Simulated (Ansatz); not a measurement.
Start from `CC1(F)[SiH2]S1` and change one atom or group to get `CC1(S)[SiH2]S1`.

Ansatz, PBE0-D4/def2-TZVP geometries, multiplicity 1. Each molecule was computed in one conformer, which needn't be the lowest.

| property | `CC1(F)[SiH2]S1` |
| --- | --- |
| HOMO energy (PBE/def2-TZVPP) / eV | -6.18 |
| LUMO energy (PBE/def2-TZVPP) / eV | -1.48 |
| LUMO energy (B3LYP/def2-TZVPP) / eV | -0.87 |
| size of the dipole moment (B3LYP/def2-TZVPP) / D | 2.22 |
| HOMO–LUMO gap (PBE0/def2-TZVPP) / eV | 6.73 |
| size of the dipole moment (PBE/def2-TZVPP) / D | 2.01 |

Task: What does the change do to each property? (Best estimate.)

Result: Ansatz gave: 
```csv
property,`CC1(S)[SiH2]S1`,shift
HOMO energy (PBE/def2-TZVPP) / eV,-5.60,0.58
LUMO energy (PBE/def2-TZVPP) / eV,-1.46,0.02
LUMO energy (B3LYP/def2-TZVPP) / eV,-0.83,0.04
size of the dipole moment (B3LYP/def2-TZVPP) / D,1.46,-0.76
HOMO–LUMO gap (PBE0/def2-TZVPP) / eV,6.15,-0.58
size of the dipole moment (PBE/def2-TZVPP) / D,1.37,-0.64
```

Dipoles are sizes alone; their direction can turn.

B3LYP here is the variant with VWN-RPA as its local correlation; programs differ in this.
